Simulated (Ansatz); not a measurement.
Coupled-cluster diagnostics for the cluster Cu₄Ag⁻, Ansatz.

Geometry of the singlet (PBE-D4/def2-SVPD):

```xyz
5

Ag    0.323    1.338   -0.590
Cu   -1.624   -0.119    0.085
Cu    1.412   -0.757    0.301
Cu   -0.091   -0.970   -1.589
Cu   -0.021    0.508    1.793
```

In the def2 sets Ag takes a core potential; there is no spin–orbit coupling. Correlated methods freeze 36 core orbitals; core or outer-core shells of Ag are correlated, in sets that lack core-valence functions. No other spin state of charge -1 was run. Another isomer (singlet) lies 0.74 eV lower at PBE0-D4/def2-TZVPD; other spin states weren't run for this one.

Q: Estimate the CCSD(T) correlation energy, the shares of MP2 and (T), T1 and the reference's ⟨S²⟩ for: charge -1, singlet, own geometry in def2-SVPD; and the rough time on 4 threads of Arm Neoverse V1 on a shared host.

A: 
```tsv
state	basis	correlation (eV)	MP2 share (%)	(T) share (%)	T1	⟨S²⟩ (pure)	wall time	remarks
charge -1, singlet, own geometry	def2-SVPD	-44.379	104.8	5.9	0.030	0.00 (0.00)	2.6 min	restricted SCF unstable
```
Customary marks for T1 are 0.02 (closed shells), 0.045 (open shells) and about 0.05 (3d metals). T1 exceeds 0.02 in 1 of 1 rows and 0.045 in 0; the higher it lies, the less the single-reference result can be trusted.
